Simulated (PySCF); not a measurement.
A structure optimised at PBE-D3(BJ)/def2-SVP, used in a PySCF frequency run:

```
Ga
Cl 1 2.1382
Cl 1 2.1382 2 120.00
Cl 1 2.1382 2 120.00 3 180.00
```

### Question
Write its SMILES, formula and point group.

### Answer
[Cl][Ga]([Cl])[Cl], Cl3Ga, D3h

### Question
What are its rotational constants (standard atomic weights)?

### Answer
2.0787, 2.0787, 1.0394 GHz
